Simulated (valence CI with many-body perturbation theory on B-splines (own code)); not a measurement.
**Tc²⁸⁺: electric-dipole lines**

Calculated by relativistic CI+MBPT: five valence electrons over a frozen Dirac-Fock core [Ne], a basis of 9 s, 9 p, 8 d, 6 f, 3 g, 1 h functions for each j, with the one-electron correlation potential Σ1, the two-electron term Σ2, the three-electron term Σ3, Breit, model QED; selected CI, second order for the rest (own B-spline code, finite nucleus).

The last digits are not significant, and no measured levels were compared; by estimate large intervals hold to a few tenths of a per cent, small ones and those within an open d or f shell to about a per cent. Among the levels kept, up to 610 cm⁻¹ of a level comes from second order outside the variational space, and about a tenth of that is noise between levels of different J, which matters for small intervals.

Lines 101 to 150 of 192 in falling wavelength, among levels below 1735100 cm⁻¹, chosen from the strongest by gf and those to the six lowest levels. Wavelengths and rates use the calculated energies. Electric multipoles are in the length gauge, E1 and E2 with the static RPA response of the core. Weak lines are less certain than strong ones. Lines between different terms over intervals too small for the method are left out, as are lines whose strength nearly cancels. The highest levels of a list are the least certain.

Levels are named by their leading jj configuration (3d3/2^4 stands for four electrons in 3d with j = 3/2), which in mixed levels can hold well under half, so a name can repeat and another be missing. Letters in brackets count levels of one name in rising energy.

```tsv
λ vac (Å)	Upper	Lower	A (s⁻¹)	log gf	Branch %
114.5	(3s 3p1/2^2 3p3/2 3d3/2) J=7/2	(3s 3p1/2^2 3p3/2^2) J=5/2	3.50e+08	-2.26	15.3
113.9	(3s^2 3p1/2 3p3/2 3d5/2) J=3/2 [a]	(3s^2 3p1/2 3p3/2^2) J=1/2	1.66e+09	-1.89	4.1
113.8	(3s^2 3p1/2 3p3/2 3d3/2) J=3/2 [a]	(3s^2 3p1/2 3p3/2^2) J=3/2	1.09e+07	-4.07	0.2
113.7	(3s 3p1/2^2 3p3/2^2) J=1/2	(3s^2 3p1/2^2 3p3/2) J=3/2	1.72e+10	-1.17	84.1
112.8	(3s^2 3p1/2 3p3/2 3d3/2) J=7/2	(3s^2 3p1/2 3p3/2^2) J=5/2	4.39e+08	-2.17	100.0
112.6	(3s^2 3p1/2 3p3/2 3d3/2) J=1/2 [a]	(3s^2 3p1/2 3p3/2^2) J=3/2	5.22e+09	-1.70	36.3
110.8	(3s^2 3p1/2 3p3/2 3d5/2) J=7/2 [a]	(3s^2 3p1/2 3p3/2^2) J=5/2	2.29e+05	-5.47	84.8
110.7	(3s^2 3p1/2 3p3/2 3d3/2) J=5/2 [a]	(3s^2 3p1/2 3p3/2^2) J=3/2	1.89e+08	-2.68	6.8
107.7	(3s^2 3p1/2^2 3d3/2) J=3/2	(3s^2 3p1/2^2 3p3/2) J=3/2	1.22e+10	-1.07	96.6
107.3	(3s^2 3p1/2 3p3/2 3d5/2) J=1/2	(3s^2 3p3/2^3) J=3/2	1.04e+10	-1.44	5.7
106.9	(3p1/2^2 3p3/2^3) J=3/2	(3s 3p1/2^2 3p3/2^2) J=5/2	5.13e+09	-1.45	15.2
106.7	(3s^2 3p1/2 3p3/2 3d5/2) J=3/2 [a]	(3s^2 3p1/2 3p3/2^2) J=5/2	1.78e+10	-0.92	44.1
105.3	(3s 3p1/2^2 3p3/2 3d3/2) J=3/2 [b]	(3s 3p1/2^2 3p3/2^2) J=5/2	1.70e+09	-1.95	11.6
103.9	(3s^2 3p3/2^2 3d3/2) J=1/2	(3s^2 3p3/2^3) J=3/2	1.28e+10	-1.38	5.1
103.9	(3s^2 3p1/2 3p3/2 3d3/2) J=3/2 [b]	(3s^2 3p1/2 3p3/2^2) J=1/2	2.86e+09	-1.73	1.0
103.8	(3s^2 3p1/2 3p3/2 3d5/2) J=5/2 [a]	(3s^2 3p1/2 3p3/2^2) J=5/2	5.35e+09	-1.29	9.1
103.6	(3s 3p1/2 3p3/2^3) J=1/2	(3s^2 3p1/2 3p3/2^2) J=3/2	3.17e+10	-0.99	60.0
103.1	(3s 3p1/2^2 3p3/2 3d5/2) J=5/2	(3s 3p1/2^2 3p3/2^2) J=5/2	6.60e+09	-1.20	49.0
102.1	(3s^2 3p3/2^2 3d3/2) J=3/2 [a]	(3s^2 3p3/2^3) J=3/2	3.84e+08	-2.62	0.1
102.0	(3s^2 3p3/2^2 3d3/2) J=5/2	(3s^2 3p3/2^3) J=3/2	7.10e+09	-1.18	2.7
101.7	(3s^2 3p1/2 3p3/2 3d5/2) J=3/2 [a]	(3s^2 3p1/2 3p3/2^2) J=3/2	1.20e+10	-1.13	29.9
101.6	(3s^2 3p1/2 3p3/2 3d3/2) J=1/2 [b]	(3s^2 3p1/2 3p3/2^2) J=1/2	6.73e+09	-1.68	3.2
101.0	(3s^2 3p1/2^2 3d5/2) J=5/2	(3s^2 3p1/2^2 3p3/2) J=3/2	1.75e+10	-0.79	98.4
100.3	(3s 3p1/2 3p3/2^3) J=3/2	(3s^2 3p1/2^2 3p3/2) J=3/2	9.36e+09	-1.25	37.0
100.0	(3s^2 3p1/2 3p3/2 3d5/2) J=3/2 [b]	(3s^2 3p1/2 3p3/2^2) J=1/2	1.11e+09	-2.18	0.5
99.05	(3s^2 3p1/2 3p3/2 3d5/2) J=5/2 [a]	(3s^2 3p1/2 3p3/2^2) J=3/2	1.52e+10	-0.87	26.0
98.70	(3s 3p3/2^4) J=1/2 [a]	(3s^2 3p1/2 3p3/2^2) J=1/2	1.69e+10	-1.31	20.6
97.83	(3s^2 3p1/2 3p3/2 3d3/2) J=3/2 [b]	(3s^2 3p1/2 3p3/2^2) J=5/2	2.74e+10	-0.80	9.4
97.27	(3s^2 3p1/2 3p3/2 3d5/2) J=7/2 [b]	(3s^2 3p1/2 3p3/2^2) J=5/2	2.59e+10	-0.53	100.0
97.20	(3s^2 3p1/2 3p3/2 3d3/2) J=5/2 [b]	(3s^2 3p1/2 3p3/2^2) J=5/2	2.97e+10	-0.60	14.1
96.97	(3s^2 3p1/2 3p3/2 3d5/2) J=3/2 [c]	(3s^2 3p1/2 3p3/2^2) J=1/2	2.60e+10	-0.83	37.5
96.83	(3s 3p1/2 3p3/2^3) J=5/2	(3s^2 3p1/2^2 3p3/2) J=3/2	5.79e+08	-2.31	5.8
96.34	(3s^2 3p3/2^2 3d5/2) J=5/2 [a]	(3s^2 3p3/2^3) J=3/2	2.11e+08	-2.75	3.1
94.70	(3s^2 3p1/2 3p3/2 3d3/2) J=3/2 [a]	(3s^2 3p1/2^2 3p3/2) J=3/2	6.17e+08	-2.48	11.7
94.43	(3s^2 3p1/2 3p3/2 3d5/2) J=3/2 [b]	(3s^2 3p1/2 3p3/2^2) J=5/2	1.10e+11	-0.23	51.9
94.27	(3s^2 3p3/2^2 3d3/2) J=3/2 [b]	(3s^2 3p3/2^3) J=3/2	4.14e+10	-0.66	19.1
93.88	(3s^2 3p1/2 3p3/2 3d3/2) J=1/2 [a]	(3s^2 3p1/2^2 3p3/2) J=3/2	6.42e+09	-1.77	44.6
93.61	(3s^2 3p1/2 3p3/2 3d3/2) J=3/2 [b]	(3s^2 3p1/2 3p3/2^2) J=3/2	2.01e+10	-0.98	6.9
93.03	(3s^2 3p1/2 3p3/2 3d3/2) J=5/2 [b]	(3s^2 3p1/2 3p3/2^2) J=3/2	9.90e+09	-1.11	4.7
92.57	(3s^2 3p1/2 3p3/2 3d3/2) J=5/2 [a]	(3s^2 3p1/2^2 3p3/2) J=3/2	9.92e+08	-2.12	35.9
91.77	(3s^2 3p1/2 3p3/2 3d3/2) J=1/2 [b]	(3s^2 3p1/2 3p3/2^2) J=3/2	1.10e+10	-1.56	5.2
91.70	(3s^2 3p1/2 3p3/2 3d5/2) J=3/2 [c]	(3s^2 3p1/2 3p3/2^2) J=5/2	2.34e+09	-1.93	3.4
90.50	(3s^2 3p1/2 3p3/2 3d5/2) J=3/2 [b]	(3s^2 3p1/2 3p3/2^2) J=3/2	6.20e+10	-0.52	29.2
90.28	(3s^2 3p1/2 3p3/2 3d5/2) J=5/2 [b]	(3s^2 3p1/2 3p3/2^2) J=5/2	4.34e+10	-0.50	19.6
90.15	(3s^2 3p1/2 3p3/2 3d5/2) J=1/2	(3s^2 3p1/2 3p3/2^2) J=1/2	1.69e+11	-0.38	92.8
90.09	(3s 3p3/2^4) J=1/2 [b]	(3s^2 3p3/2^3) J=3/2	2.56e+11	-0.21	96.0
89.40	(3s 3p3/2^4) J=1/2 [a]	(3s^2 3p1/2 3p3/2^2) J=3/2	7.29e+08	-2.76	0.9
89.26	(3s^2 3p3/2^2 3d5/2) J=3/2	(3s^2 3p3/2^3) J=3/2	1.26e+11	-0.22	65.3
88.46	(3s^2 3p3/2^2 3d5/2) J=7/2	(3s^2 3p1/2 3p3/2^2) J=5/2	3.21e+09	-1.52	100.0
87.98	(3s^2 3p1/2 3p3/2 3d5/2) J=3/2 [c]	(3s^2 3p1/2 3p3/2^2) J=3/2	1.12e+09	-2.28	1.6
```

Question: How does gf follow from A for the line at 96.34 Å?

Answer: gf = 1.4992 × (2J+1)_upper × A / σ², with σ = 1037977 cm⁻¹ and 2J+1 = 6: gf = 0.00176.
